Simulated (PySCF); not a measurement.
C2H9FOSi2, SMILES CO[Si@H](F)[SiH2]C.

Coordinates come from a B3LYP-D3(BJ)/def2-SVP optimisation. The structure was generated by enumeration; whether it is a known compound was not checked. Other conformers were not sampled.

Level of theory: TDA-PBE/def2-SVPD in PySCF 2.14.0.

Vertical excitations. 

Computed excitation energies, oscillator strengths and character:
| state | energy (eV) | λ (nm) | f | main pairs |
|---|---|---|---|---|
| S1 | 6.07 | 204 | 0.012 | HOMO→LUMO 87 % |
| S2 | 6.32 | 196 | 0.011 | HOMO−1→LUMO 61 %, HOMO→LUMO+1 22 % |
| S3 | 6.33 | 196 | 0.006 | HOMO→LUMO+1 70 %, HOMO−1→LUMO 26 % |
| S4 | 6.62 | 187 | 0.036 | HOMO−1→LUMO+1 82 % |
| S5 | 6.78 | 183 | 0.015 | HOMO−2→LUMO 86 % |
| S6 | 6.98 | 178 | 0.102 | HOMO→LUMO+2 84 % |
| T1 | 5.53 | 224 | 0 | HOMO→LUMO 94 % |
| T2 | 5.70 | 218 | 0 | HOMO→LUMO+1 95 % |
Triplets are in the Tamm–Dancoff approximation.
